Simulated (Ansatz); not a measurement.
Consider the redistribution: `[NH2][Hf]([NH2])([NH2])[F]` + `Cl[SiH](Cl)[GeH3]` → `[NH2][Hf]([NH2])([F])[Cl]` + `N[SiH](Cl)[GeH3]`.

Isolated molecules relaxed with PBE0-D4/def2-TZVP in Ansatz; ΔE leaves out vibrations. CCSD(T)/CBS adds triple-zeta CCSD(T) − MP2 to the extrapolated MP2 energy (def2 sets, frozen cores). DFT in def2-TZVPP. B3LYP here is the variant with VWN-RPA as its local correlation; programs differ in this. def2 core potentials past Kr. For Ge, Hf outer-core shells are correlated without core-valence functions, which leaves a few kJ/mol of doubt a bond. Scalar relativity is left out up to krypton. Each species was taken in one conformer, which may not be the lowest.

```csv
level,ΔE (kJ/mol),difference from CCSD(T)/CBS
PBE0-D4,-72.0,-2.8
B3LYP-D4,-71.8,-2.6
ωB97X-V,-72.7,-3.5
B2PLYP,-73.0,-3.8
r2SCAN,-74.1,-4.9
B3LYP,-72.7,-3.5
HF/def2-TZVPP,-84.7,-15.5
CCSD/def2-TZVPP,-72.6,-3.4
HF/def2-QZVPP,-84.4,-15.2
MP2/CBS(def2),-68.8,0.4
CCSD(T)/CBS,-69.2,0
```

Largest T1 diagnostic among the species: 0.015.

From PBE to PBE0 (25 % exact exchange), in def2-TZVPP and without D4, ΔE moves by −4.8 kJ/mol. In def2-TZVPP, CCSD(T) changes the Hartree–Fock value by +13.0 kJ/mol (the triples alone add +0.8 kJ/mol) and MP2 by +13.4 kJ/mol.
